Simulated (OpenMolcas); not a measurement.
# Ag IV: effect of the active space

```
Program             : OpenMolcas 26.06
Method              : SS-CASPT2, IPEA 0.25 Eh, imaginary shift 0.1 Eh
Basis               : ANO-RCC-VQZP
Scalar Hamiltonian  : DKH2, point nucleus
Spin-orbit coupling : RASSI with atomic mean-field integrals over the reference wave functions, term energies averaged over their components
```

A. 8 electrons in 5 orbitals (4d); 2S+1 = 3 even, 10 roots; 2S+1 = 1 even, 15 roots; closed shells correlated: 4s 4p; CASPT2 step roughly 9 core-seconds
B. 8 electrons in 10 orbitals (4d 5d); 2S+1 = 3 even, 10 roots; 2S+1 = 1 even, 15 roots; closed shells correlated: 4s 4p; CASPT2 step of the order of 7 core-minutes

Energies in cm⁻¹ above 4d⁸ ³F₄, the measured ground level; measured values from the list in Gamrath, thesis, University of Mons (2023).

```tsv
Level	A	B	Measured
4d⁸ ³F₄	0.0	0.0	0.0
4d⁸ ³F₃	4060	4070	4172
4d⁸ ³F₂	5630	5690	5830
4d⁸ ³P₁	16210	16430	15900
4d⁸ ³P₀	16440	16620	16092
4d⁸ ¹G₄	20650	21130	20570
4d⁸ ¹S₀	47700	48210	47139
```

Deviations, from unrounded energies. A percentage is the sum of absolute deviations over the sum of measured energies, with the sign that they share, or ± where signs differ.

| Against measurement | Levels | A | B |
| --- | --- | --- | --- |
| mean absolute deviation (cm-1) | 6 | 270 | 490 |
| fine structure of the ground term (%) | 2 | -3.1 | -2.4 |
| other terms of the ground configuration (%) | 4 | +1.3 | +2.7 |

A lies closest to measurement on these levels. The largest miss of A in the table is 4d⁸ ¹S₀, by +560 cm-1. The ranking rests on the paired levels alone, and a cruder setting can come out closer through cancelling errors.

Between A and B the level of the table that moves most is 4d⁸ ¹S₀, by 510 cm-1 (lowest in A, highest in B). Moves below CASPT2's spread within the term are not significant.

Term energies are means over components that CASPT2 splits; among the terms shown or strongly mixed into the levels shown the widest spread is 650 cm-1 (4d⁸ ¹G, B). Active for correlation alone: 5d; no level in the range computed is led by a configuration that fills it, so any true level of that kind is missing (holds for B). Measured partners are found by configuration, term and J. A level has none where our copy of the source lacks it or the pairing is in doubt (some pairs that miss far off the trend of their configuration count as doubtful), and it then counts in no deviation. Levels of configurations outside the active space are missing. The table leaves out levels that lie high or whose names do not pair safely across all columns.
